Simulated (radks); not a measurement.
Valence configurations of Ne2+ (all share [He]). All-electron calculation, scalar-relativistic Kohn-Sham, SCAN, spin-unpolarised, spherical densities, finite nucleus; meta-GGA in the generalised Kohn-Sham scheme; Fermi nuclear charge, rms radius 3.0055 fm. Program: a radial shooting solver on a logarithmic mesh with Libxc functionals. Energies are relative to 2s2 2p4; eigenvalues in eV.

valence	E (eV)	e(2p)	e(2s)
2s2 2p4	0.000	-55.501	-80.397
2s1.5 2p4.5	12.469	-55.414	-80.336
2s1 2p5	24.929	-55.328	-80.242
2p6	49.749	-55.071	-

NIST lists [He] 2s2 2p4 as the ground configuration; this level of theory agrees among the configurations tried. The energies are those of spherical spin-averaged densities, not of single terms.
